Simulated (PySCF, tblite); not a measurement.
Species: C₆H₈AlBS.
Geometry (GFN2-xTB, Å), atoms numbered from 1 in this order:
```
atom  x, y, z in Å
C1    -0.409    3.955   -0.608
C2    -0.401    2.827   -0.166
Al3   -0.281    1.039    0.591
C4    -1.371   -0.544    0.376
C5    -2.028   -1.562    0.274
C6    -2.819   -2.766    0.141
S7     1.402    0.814    2.044
B8     2.617    0.273    0.878
C9     2.325    0.097   -0.665
H10   -0.429    4.935   -0.998
H11   -2.839   -3.305    1.088
H12   -2.389   -3.413   -0.624
H13   -3.840   -2.512   -0.144
H14    3.683    0.036    1.301
H15    1.296    0.378   -0.953
H16    2.472   -0.938   -0.976
H17    3.003    0.698   -1.271
```

Jobs on this species (17 atoms, 78 electrons) with PySCF (density fitting) and tblite. Hardware of each: one thread, Arm Neoverse N1 (aarch64), shared host. The host was shared with other jobs, so the times are rough.

**Question.** Rank these jobs by wall time, shortest first.
A. GFN2-xTB; Hessian by finite differences
B. GFN2-xTB; L-BFGS relaxation
C. PBE0/pcSseg-1; shieldings, charges and field gradients; 207 basis functions

**Answer.** A (1.4 s), B (4.5 s), C (76 s).

All jobs:

```csv
level and settings,work,basis functions,SCF cycles,wall time
GFN2-xTB,Hessian by finite differences,–,–,1.4 s
GFN2-xTB,L-BFGS relaxation,–,–,4.5 s
PBE0/pcSseg-1,"shieldings, charges and field gradients",207,15,76 s
```

**Question.** What do all jobs in the table cost together?

**Answer.** About 82 s; the longest takes about 93 % of that, and about 54 times as long as the shortest.
